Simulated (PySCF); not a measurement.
# Cl²⁺: script and output

The script input.py:

```python
from pyscf import gto, scf

mol = gto.M(
    atom='Cl 0 0 0',
    basis='jorge-dzp',
    charge=2,
    spin=3,
    symmetry=True,
    verbose=3,
)
mf = scf.UHF(mol)
mf.kernel()
mf.analyze()
print('orbital energies (hartree):', [e[max(0, n-3):n+3].round(4) for e, n in zip(mf.mo_energy, mol.nelec)])
```

```bash
$ OMP_NUM_THREADS=1 python input.py
```

The log (some set-up lines and the per-cycle HOMO/LUMO lines with their warnings removed):

```
converged SCF energy = -458.214591443014  <S^2> = 3.7507287  2S+1 = 4.0003643
**** MO energy ****
[2 lines left out]
alpha MO #3 (p-1 #1), energy= -9.11692937218834 occ= 1
alpha MO #4 (p+0 #1), energy= -9.11692937218834 occ= 1
alpha MO #5 (p+1 #1), energy= -9.11692937218833 occ= 1
alpha MO #6 (s+0 #3), energy= -2.11252728540826 occ= 1
alpha MO #7 (p-1 #2), energy= -1.45858565707557 occ= 1
alpha MO #8 (p+0 #2), energy= -1.45858565707558 occ= 1
alpha MO #9 (p+1 #2), energy= -1.45858565707558 occ= 1
alpha MO #10 (p-1 #3), energy= -0.126507437642649 occ= 0
alpha MO #11 (p+0 #3), energy= -0.126507437642649 occ= 0
alpha MO #12 (p+1 #3), energy= -0.126507437642648 occ= 0
[12 lines left out]
beta  MO #1 (s+0 #1), energy= -105.892912875167 occ= 1
beta  MO #2 (s+0 #2), energy= -11.5971785578446 occ= 1
beta  MO #3 (p-1 #1), energy= -9.04190906601791 occ= 1
beta  MO #4 (p+0 #1), energy= -9.0419090660179 occ= 1
beta  MO #5 (p+1 #1), energy= -9.0419090660179 occ= 1
beta  MO #6 (s+0 #3), energy= -1.71078028783938 occ= 1
beta  MO #7 (p-1 #2), energy= -0.795894943744513 occ= 0
beta  MO #8 (p+0 #2), energy= -0.795894943744515 occ= 0
beta  MO #9 (p+1 #2), energy= -0.795894943744515 occ= 0
[15 lines left out]
 ** Mulliken pop alpha/beta on meta-lowdin orthogonal AOs **
 ** Mulliken atomic charges   ( Nelec_alpha | Nelec_beta ) **
charge of  0Cl =      2.00000  (     9.00000      6.00000 )

WARN: System has nonzero charge 2; the dipole moment is origin-dependent.
Location of origin: [0. 0. 0.]

Dipole moment(X, Y, Z, Debye):  0.00000,  0.00000,  0.00000
orbital energies (hartree): [array([-1.4586, -1.4586, -1.4586, -0.1265, -0.1265, -0.1265]), array([-9.0419, -9.0419, -1.7108, -0.7959, -0.7959, -0.7959])]
```

In short: E(SCF) = -458.214591 Eh, ⟨S²⟩ = 3.751.

It ran on Intel Xeon Platinum 8488C (1 thread, shared host) in 1.7 s, peak memory 0.13 GiB.

No search for the lowest solution was made.
